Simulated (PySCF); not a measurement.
Stretching LiGe

Set-up: Li aug-cc-pVDZ, Ge aug-cc-pVDZ-PP with ECP10; scalar-relativistic core potentials (PySCF 2.14). Energies in eV from Li + Ge in their ground configurations at the same level. State: ⁴Σ⁻ (quartet), unpaired electrons σ ↑, π ↑↑.

```
R (Å)  UHF-CCSD  UHF-CCSD(T)
2.178    -1.522       -1.552
2.275    -1.604       -1.636
2.347    -1.631       -1.663
2.420    -1.635       -1.667
2.493    -1.621       -1.654
2.589    -1.581       -1.614
2.710    -1.506       -1.540
2.856    -1.391       -1.425
```

Task: Put a parabola through the three lowest points of the UHF-CCSD curve and estimate Re, k and ωe (reduced mass 6.408 u; 1 eV/Å² = 0.16022 mdyn/Å; ωe = 1302.8·√(k/μ) cm⁻¹).

Result: Through R = 2.347, 2.42, 2.493 Å the second-order coefficient is 1.69 eV/Å², so Re ≈ 2.400 Å, k ≈ 0.541 mdyn/Å and ωe ≈ 379 cm⁻¹. A polynomial fit of higher order to the unrounded UHF-CCSD energies gives Re = 2.397 Å, k = 0.580 mdyn/Å, ωe = 392 cm⁻¹; anharmonicity and rounding make the difference.

The higher-order fit for each curve: UHF-CCSD: Re = 2.397 Å, ωe = 392 cm⁻¹, De = 1.64 eV; UHF-CCSD(T): Re = 2.399 Å, ωe = 391 cm⁻¹, De = 1.67 eV.

Correlated steps freeze 4 core orbitals. Correlated levels converge slowly with the basis: in double zeta they bind strong bonds too weakly, by up to about 1 eV, and carry superposition errors of some tenths. Spin–orbit coupling is left out. The state was picked by a PBE0 search and need not be the measured ground state.
